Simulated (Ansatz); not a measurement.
Cost and result for the atomization energy of H$_{4}$SeSn (`[SeH][SnH3]`) (6 atoms, 5 bonds).

The species carries charge 0 and has multiplicity 1. Correlated methods include outer-core shells of Se, Sn, which these sets cover unevenly. Scalar relativity is left out up to krypton. Sn takes the def2 core potential. The geometry is a stationary point of PBE0-D4/def2-TZVP. Program: Ansatz. All runs use 2 threads of a server CPU on a shared host. Times are those of one run each, without the atoms' runs, and a repeat can differ threefold. Electronic energies, without spin–orbit coupling; frozen cores. CCSD(T)/CBS adds CCSD(T) − MP2 in def2-TZVPP to the MP2 limit, and its time is that of the two runs behind it. T1 = 0.011. With those shells the extrapolation isn't a true limit. HSE06 is the plane-wave form, built on full-range PBE exchange.

CCSD(T)/CBS is a level of theory with its own doubt, some kJ/mol a heavy atom from the limit and from the frozen cores, so smaller differences don't rank the functionals.

| level | functions | wall time |
| --- | --- | --- |
| LDA (SPW92)/def2-TZVPP | 154 | 0.55 s |
| revPBE-D4/def2-TZVPP | 154 | 0.9 s |
| PBE-D4/def2-TZVPP (with forces) | 154 | 1.1 s |
| HSE06-D4/def2-TZVPP | 154 | 1.4 s |
| CAM-B3LYP-D4/def2-TZVPP | 154 | 1.6 s |
| CCSD(T)/def2-SVP | 78 | 1.6 s |
| r2SCAN-D4/def2-TZVPP (with forces) | 154 | 2 s |
| B2PLYP/def2-TZVPP | 154 | 2.5 s |
| B97M-V/def2-TZVPP | 154 | 3 s |
| ωB97X-V/def2-TZVPP | 154 | 3.5 s |
| MP2/def2-QZVPP | 291 | 7 s |
| CCSD(T)/def2-TZVPP | 154 | 14 s |
| CCSD(T)/CBS(def2) | – | 21 s |

What atomization energy does each give, and how far from CCSD(T)/CBS? (Best estimate.)

The calculation gave: 
| level | atomization (kJ/mol) | difference from CCSD(T)/CBS | per bond |
| --- | --- | --- | --- |
| LDA (SPW92)/def2-TZVPP | 1569.2 | 166.1 | 33.2 |
| revPBE-D4/def2-TZVPP | 1330.4 | -72.7 | -14.5 |
| PBE-D4/def2-TZVPP (with forces) | 1360.7 | -42.4 | -8.5 |
| HSE06-D4/def2-TZVPP | 1352.4 | -50.7 | -10.1 |
| CAM-B3LYP-D4/def2-TZVPP | 1376.2 | -26.9 | -5.4 |
| CCSD(T)/def2-SVP | 1273.1 | -130.0 | -26.0 |
| r2SCAN-D4/def2-TZVPP (with forces) | 1376.5 | -26.6 | -5.3 |
| B2PLYP/def2-TZVPP | 1347.4 | -55.7 | -11.1 |
| B97M-V/def2-TZVPP | 1410.3 | 7.2 | 1.4 |
| ωB97X-V/def2-TZVPP | 1397.6 | -5.5 | -1.1 |
| MP2/def2-QZVPP | 1340.3 | -62.8 | -12.5 |
| CCSD(T)/def2-TZVPP | 1359.1 | -44.0 | -8.8 |
| CCSD(T)/CBS(def2) | 1403.1 | 0.0 | 0.0 |

From PBE to PBE0 (25 % exact exchange), in def2-TZVPP and without D4, the atomization energy moves by −5.6 kJ/mol: exact exchange takes away binding that semilocal exchange gives to molecules. At CCSD(T), def2-SVP lies −130.0 kJ/mol from the extrapolated value and def2-TZVPP −44.0 kJ/mol: correlation converges slowly with the basis, and small sets miss more of it in the bonded molecule than in its fragments. Leaving LDA and LC-ωPBE aside and taking each functional with its dispersion term where it has one, the values spread over 79.9 kJ/mol, from revPBE-D4 to B97M-V. LDA lies +219.3 kJ/mol from PBE without D4, its usual overbinding.

Spin–orbit coupling would lower the free Sn atoms strongly, and the atomization energy with them, by more than many differences here. For some Ge, Se and Sn compounds the MP2-based and the directly extrapolated limit differ by 10 to 25 kJ/mol.
